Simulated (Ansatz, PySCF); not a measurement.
Energy difference 0.5 R1 + R2 → P1, each structure at its B3LYP-D3(BJ)/def2-TZVP stationary point, reached from a drawn start (curvature not checked).
R1: O2 (SMILES O=O), charge 0, multiplicity 3.
P1: O4Ru (SMILES [O]=[Ru](=[O])(=[O])=[O]), charge 0, multiplicity 1.
R2, O3Ru (SMILES [O]=[Ru](=[O])=[O]) (charge 0, multiplicity 1):
```xyz
4

Ru     0.000     0.000     0.000
O      1.674     0.000     0.000
O     -0.837     1.450     0.000
O     -0.837    -1.450     0.000
```

P less R. No zero-point or thermal terms; singlets are restricted closed shells; open shells are unrestricted; no spin–orbit coupling. The spin states of the d-block species are the ones drawn and need not be the lowest.

Correlated levels freeze the cores.

Run with Ansatz (a first-principles code) with Gaussian orbitals; PySCF for the D3/D4 terms. All values are computed, each at the level named. Elements past Kr take the def2 small-core potentials, without spin–orbit coupling.

Q: One of these levels gives -82.65 kcal/mol for the reaction energy. Name it.
A) BHLYP-D3(BJ)/def2-TZVPP
B) BLYP/def2-TZVPP
C) PBE/def2-TZVPP
D) MP2/def2-TZVPP

A: D, MP2/def2-TZVPP. The others give -47.64 (PBE/def2-TZVPP), -42.71 (BLYP/def2-TZVPP), -5.85 (BHLYP-D3(BJ)/def2-TZVPP)
